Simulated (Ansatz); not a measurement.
Start from `[F][GeH]([F])[Cl]` and change one atom or group to get `[CH3][GeH]([F])[F]`.

Ansatz, PBE0-D4/def2-TZVP geometries, multiplicity 1. 

Scalar relativity is left out up to krypton.

| property | `[F][GeH]([F])[Cl]` |
| --- | --- |
| HOMO–LUMO gap (PBE0/def2-TZVPP) / eV | 9.22 |
| HOMO–LUMO gap (ωB97M-V/def2-TZVPP) / eV | 13.58 |
| HOMO energy (B3LYP/def2-TZVPP) / eV | -9.71 |
| LUMO energy (PBE/def2-TZVPP) / eV | -1.84 |
| HOMO energy (PBE/def2-TZVPP) / eV | -8.51 |
| LUMO energy (ωB97M-V/def2-TZVPP) / eV | 1.30 |

Q: What does the change do to each property? (Best estimate.)

A: Ansatz gave: 
```json
{"property": "HOMO–LUMO gap (PBE0/def2-TZVPP) / eV", "`[CH3][GeH]([F])[F]`": "10.11", "shift": "0.89"}
{"property": "HOMO–LUMO gap (ωB97M-V/def2-TZVPP) / eV", "`[CH3][GeH]([F])[F]`": "14.05", "shift": "0.47"}
{"property": "HOMO energy (B3LYP/def2-TZVPP) / eV", "`[CH3][GeH]([F])[F]`": "-9.23", "shift": "0.48"}
{"property": "LUMO energy (PBE/def2-TZVPP) / eV", "`[CH3][GeH]([F])[F]`": "-0.29", "shift": "1.55"}
{"property": "HOMO energy (PBE/def2-TZVPP) / eV", "`[CH3][GeH]([F])[F]`": "-7.96", "shift": "0.55"}
{"property": "LUMO energy (ωB97M-V/def2-TZVPP) / eV", "`[CH3][GeH]([F])[F]`": "2.35", "shift": "1.05"}
```

With PBE0 the HOMO rises by 0.55 eV and the LUMO rises by 1.43 eV, so the gap widens by about 0.88 eV. PBE moves the HOMO by 0.55 eV and ωB97M-V by 0.58 eV. The zero-point energy changes by 92.0 kJ/mol with +9 modes.

B3LYP here is the variant with VWN-RPA as its local correlation; programs differ in this.
